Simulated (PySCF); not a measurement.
Two probes of the same atoms: core binding energy and nuclear shielding

Species: C6H7BN2.
Geometry (PBE0-D3(BJ)/def2-SVP, Å), atoms numbered from 1 in this order:
```xyz
16
C6H7BN2 angstrom
C      3.6393   -0.6722   -0.8600
C      2.5250    0.1656   -0.4447
C      1.6073    0.8873   -0.0949
B      0.4346    1.8158    0.3556
N     -0.8500    0.9402    0.4186
C     -1.7841    0.2740    0.4594
C     -2.9427   -0.6080    0.5145
C     -4.1973    0.0814    0.2233
N     -5.1983    0.6109   -0.0031
H      3.6117   -0.8818   -1.9418
H      3.6385   -1.6399   -0.3323
H      4.6025   -0.1826   -0.6434
H      0.1434    2.7021   -0.4380
H      0.5388    2.2658    1.4899
H     -2.9962   -1.0674    1.5167
H     -2.7930   -1.4275   -0.2096
```

Binding energies: delta-SCF UKS SCAN, pcX-2 on the ionised atom, pcseg-1 elsewhere, spin-free X2C (PySCF). Shieldings: GIAO B97-2/pcSseg-1, non-relativistic, same geometry.

| atom | C 1s (eV) |
| --- | --- |
| C1 | 291.07 |
| C2 | 289.19 |
| C3 | 288.75 |
| C7 | 294.88 |

What are the absolute isotropic shieldings of these atoms?

```csv
atom,environment,C 1s (eV),isotropic shielding (ppm)
C3,alkyne carbon,288.75,96.1
C2,alkyne carbon,289.19,87.3
C1,propargylic carbon,291.07,177.1
C7,sp3 carbon next to a nitrile,294.88,174.8
```

Among the listed atoms, is the one with the highest binding energy also the least shielded?

No. The highest binding energy is at C7 (294.88 eV, shielding 174.8 ppm), the lowest shielding at C2 (87.3 ppm, 289.19 eV).

By binding energy: C3 < C2 < C1 < C7. By shielding: C2 < C3 < C7 < C1.

Geometry: PBE0-D3(BJ)/def2-SVP; no solvent, vibrations or thermal averaging.
